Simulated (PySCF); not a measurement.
SbF₅, SMILES [Sb]([F])([F])([F])([F])[F]. Atoms are numbered in the order given.

```xyz
6

Sb     0.0000     0.0000     0.0000
F      0.0000     0.0000     1.8937
F      0.0000     0.0000    -1.8937
F      1.8840     0.0000     0.0000
F     -0.9420     1.6316     0.0000
F     -0.9420    -1.6316     0.0000
```
Charge 0, spin multiplicity 1.

Geometry: PBE0-D3(BJ)/def2-SVP. The isomer is the one that the SMILES or the coordinates give; other isomers of the formula were not compared. The def2 effective core potentials stand for the cores of Sb; spin–orbit coupling is left out.

Calculation: PBE0-D3(BJ)/def2-SVP (PySCF 2.14.0).

Frequencies are harmonic and unscaled.

Modes within 1.5 cm⁻¹ of each other (mostly degenerate sets) share a row, with their intensities summed.

Computed normal modes with their intensities:
```csv
mode,ν (cm⁻¹),IR (km/mol),moving atoms (share of kinetic energy)
1–2,80,3.2,F 99 %
3–4,244,102.9,"F 76 %, Sb 24 %"
5–6,261,0.0,F 100 %
7,269,51.7,"F 80 %, Sb 20 %"
8,639,0.0,F 100 %
9,660,0.0,F 100 %
10–12,724,242.2,"F 81 %, Sb 19 %"
```
